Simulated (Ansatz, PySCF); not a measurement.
Complex: AsH3 (SMILES [AsH3]) (first 4 atoms) with H2 (SMILES [H][H]); geometry from B3LYP-D3(BJ)/def2-TZVP.
(charge 0, multiplicity 1):
```xyz
6

As    -0.017    -0.201    -0.246
H     -1.133     0.525     0.498
H      1.055     0.427     0.640
H     -0.130    -1.420     0.663
H     -0.243     0.048     4.051
H     -0.212     0.010     3.308
```

Basis-set superposition error: the interaction energy with monomers in their own basis, and in the dimer's basis (counterpoise).

Run with Ansatz (Gaussian orbitals); PySCF for 6-31G* rows, M06-2X. Values without a source in brackets are computed.

```
level                uncorrected (kcal/mol)  counterpoise (kcal/mol)  difference
-------------------  ----------------------  -----------------------  ----------
HF/6-31G*                              0.23                     0.30        0.07
BLYP/def2-TZVPPD                       0.37                     0.42        0.06
r2SCAN/def2-TZVPPD                    -0.11                    -0.07        0.04
B97M-V/def2-TZVPPD                    -0.38                    -0.33        0.05
M06-2X/def2-TZVPPD                    -0.36                    -0.31        0.05
B2PLYP/def2-TZVPPD                    -0.03                     0.05        0.08
MP2/aug-cc-pVDZ                       -0.44                    -0.16        0.29
MP2/aug-cc-pVTZ                       -0.35                    -0.24        0.11
SCS-MP2/aug-cc-pVTZ                   -0.24                    -0.12        0.12
CCSD(T)/aug-cc-pVTZ                   -0.37                    -0.26        0.11
```

The error is largest for MP2/aug-cc-pVDZ (0.29 kcal/mol) and smallest for r2SCAN/def2-TZVPPD (0.04 kcal/mol).

Ansatz is a program for electronic structure.
